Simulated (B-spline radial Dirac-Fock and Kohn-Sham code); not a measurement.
# What relativity does to the binding energies of La⁴⁺

System: lanthanum as La⁴⁺ in the configuration [Kr] 4d10 5s2 5p5.

Both columns are ΔSCF binding energies of the configuration average from a radial atomic solver: non-relativistic Hartree-Fock with a point nucleus, and Dirac-Fock with a finite nucleus and the Coulomb interaction alone, averaged over the two j levels with weights 2j+1.

```
shell  Hartree-Fock (eV)  Dirac-Fock (eV)  shift (eV)  shift (%)
   1s            37316.2          39124.6    +1808.40      +4.85
   2s             5889.4           6342.0     +452.65      +7.69
   2p             5549.3           5686.1     +136.81      +2.47
   3s             1325.3           1425.0      +99.72      +7.52
   3p             1178.1           1210.0      +31.88      +2.71
   3d              907.0            894.1      -12.82      -1.41
   4s              314.0            335.5      +21.52      +6.86
   4d              156.8            153.0       -3.80      -2.42
   5s              79.37            83.07       +3.70      +4.67
   5p              61.82            62.39       +0.57      +0.93
```

Relativity binds 1s, 2s, 2p, 3s, 3p, 4s, 5s, 5p more strongly, among those listed most of all 2s in relative terms, and 3d, 4d more weakly, because the contracted s and p shells screen the nucleus better.

Values without a named source are computed, but for edge energies of neutral atoms, which are taken from tables.
